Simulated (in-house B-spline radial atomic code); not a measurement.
Whole-atom quantities along the 16-electron series, configuration [Ne] 3s2 3p4. Computed with a radial B-spline atomic code at the basis-set limit: non-relativistic Hartree-Fock, average of the configuration, point nuclei.

This level leaves out relativity, spin-orbit splitting included, which matters for heavy ions.

| ion | Z | E/Z² (Eh) | Σ<r²> (bohr²) | n(0)/Z³ (bohr⁻³) | Lamb diamagnetic shielding (ppm) | repulsion over attraction |
| --- | --- | --- | --- | --- | --- | --- |
| Br19+ | 35 | -1.9327 | 1.8752 | 0.69365 | 2628.38 | 0.08635 |
| Kr20+ | 36 | -1.9429 | 1.7433 | 0.69479 | 2711.24 | 0.084172 |
| Rb21+ | 37 | -1.9525 | 1.625 | 0.69589 | 2794.11 | 0.082097 |
| Sr22+ | 38 | -1.9617 | 1.5184 | 0.69693 | 2876.97 | 0.08012 |
| Zr24+ | 40 | -1.9789 | 1.3346 | 0.69886 | 3042.68 | 0.076432 |
| Nb25+ | 41 | -1.9869 | 1.2551 | 0.69977 | 3125.54 | 0.074709 |
| Mo26+ | 42 | -1.9946 | 1.1825 | 0.70064 | 3208.39 | 0.073062 |
| Tc27+ | 43 | -2.0019 | 1.1161 | 0.70147 | 3291.24 | 0.071484 |
| Ru28+ | 44 | -2.0089 | 1.0552 | 0.70227 | 3374.09 | 0.069971 |
| Rh29+ | 45 | -2.0156 | 0.99915 | 0.70303 | 3456.94 | 0.06852 |
| Pd30+ | 46 | -2.0221 | 0.94747 | 0.70376 | 3539.79 | 0.067128 |
| Ag31+ | 47 | -2.0283 | 0.89973 | 0.70447 | 3622.63 | 0.06579 |
| Cd32+ | 48 | -2.0343 | 0.85552 | 0.70515 | 3705.48 | 0.064503 |
| In33+ | 49 | -2.04 | 0.81451 | 0.7058 | 3788.33 | 0.063265 |
| Sn34+ | 50 | -2.0455 | 0.77639 | 0.70643 | 3871.17 | 0.062074 |
| Sb35+ | 51 | -2.0508 | 0.74089 | 0.70704 | 3954.01 | 0.060926 |
| Te36+ | 52 | -2.0559 | 0.70779 | 0.70762 | 4036.86 | 0.059819 |
| I37+ | 53 | -2.0609 | 0.67686 | 0.70818 | 4119.7 | 0.058751 |
| Xe38+ | 54 | -2.0657 | 0.64793 | 0.70873 | 4202.54 | 0.05772 |
| Cs39+ | 55 | -2.0703 | 0.62082 | 0.70926 | 4285.39 | 0.056725 |
| Ba40+ | 56 | -2.0747 | 0.59538 | 0.70977 | 4368.23 | 0.055763 |
| La41+ | 57 | -2.079 | 0.57148 | 0.71026 | 4451.07 | 0.054833 |
| Ce42+ | 58 | -2.0832 | 0.54899 | 0.71073 | 4533.91 | 0.053933 |
| Pr43+ | 59 | -2.0872 | 0.52781 | 0.7112 | 4616.75 | 0.053062 |
| Nd44+ | 60 | -2.0911 | 0.50784 | 0.71164 | 4699.59 | 0.052218 |

With what power of Z does the column «Σ<r²> (bohr²)» change over this range?

A fit of the logarithm of its size against log Z from Z = 35 to 60 has slope -2.42. Unscreened non-relativistic hydrogenic orbitals would give -2.
